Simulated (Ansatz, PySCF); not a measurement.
Gas-phase reaction (SMILES): B=O (HBO) + F (HF) → O=BF [fluoro(oxo)borane] + [H][H] (H2); hydrogen fluoride cleaves one B-H bond, a model of a ligand-exchange step.

Geometries: B3LYP-D3(BJ)/def2-TZVP minima from Ansatz (a quantum-chemistry and plane-wave program). Cores are frozen in the correlated levels unless marked. No spin-orbit coupling. No relativistic terms. CBS(X,Y): correlation extrapolated as X^-3; Hartree-Fock from the larger set. Thermal terms are rigid-rotor harmonic-oscillator values from B3LYP-D3(BJ) frequencies (PySCF) at 298.15 K and 1 atm. 1 Eh = 627.5095 kcal/mol.

```json
[
 {"species": "B=O (HBO)", "E, CCSD(T)/CBS(aug-cc-pVTZ,aug-cc-pVQZ) (Ansatz) (Eh)": "-100.60028", "E, wB97M-V/def2-TZVPD (Ansatz) (Eh)": "-100.71909", "H - E (Eh)": "0.01790", "G - E (Eh)": "-0.00509"},
 {"species": "F (HF)", "E, CCSD(T)/CBS(aug-cc-pVTZ,aug-cc-pVQZ) (Ansatz) (Eh)": "-100.39216", "E, wB97M-V/def2-TZVPD (Ansatz) (Eh)": "-100.46200", "H - E (Eh)": "0.01259", "G - E (Eh)": "-0.00713"},
 {"species": "O=BF", "E, CCSD(T)/CBS(aug-cc-pVTZ,aug-cc-pVQZ) (Ansatz) (Eh)": "-199.84086", "E, wB97M-V/def2-TZVPD (Ansatz) (Eh)": "-200.04480", "H - E (Eh)": "0.01328", "G - E (Eh)": "-0.01221"},
 {"species": "[H][H] (H2)", "E, CCSD(T)/CBS(aug-cc-pVTZ,aug-cc-pVQZ) (Ansatz) (Eh)": "-1.17444", "E, wB97M-V/def2-TZVPD (Ansatz) (Eh)": "-1.16077", "H - E (Eh)": "0.01336", "G - E (Eh)": "-0.00144"}
]
```

Problem. Work out ΔE and ΔH, ΔG, ΔS and the equilibrium constant at 298.15 K at the first level, then ΔH at the second.

Solution. 
1. ΔE = [(-199.84086) + (-1.17444)] - [(-100.60028) + (-100.39216)] = -0.02286 Eh = -14.3 kcal/mol at CCSD(T)/CBS(aug-cc-pVTZ,aug-cc-pVQZ).
2. The terms H - E add up to -0.00385 Eh, so ΔH = (-0.02286 + (-0.00385))×627.5095 = -16.8 kcal/mol.
3. The terms G - E add up to -0.00143 Eh, so ΔG = -15.2 kcal/mol, and ΔS = (-0.00385 - (-0.00143))×627509.5/298.15 = -5.1 cal/(mol K).
4. log10 K = -ΔG/(RT ln 10) = 11.1, with RT ln 10 = 1.3642 kcal/mol.
5. At wB97M-V/def2-TZVPD the same steps give ΔE = -15.4 and ΔH = -17.8 kcal/mol, a shift of -1.0 from the first level.
6. These values are not checked against measurement here, since the tables used lack a sound gas-phase enthalpy of formation for at least one species.
